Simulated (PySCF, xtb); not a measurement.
SiHF3, SMILES F[SiH](F)F.

xtb 6.7.1 with GFN2-xTB at its own geometry gives an orbital gap of 8.46 eV and a dipole moment of 2.23 D.

Coordinates come from a B3LYP-D3(BJ)/def2-SVP optimisation.

What does M06-2X/def2-TZVPD in PySCF give? (The exact figures need the calculation; the answer reports its results.)

gap 13.26 eV (levels -12.94 and 0.32 eV), dipole 1.61 D.
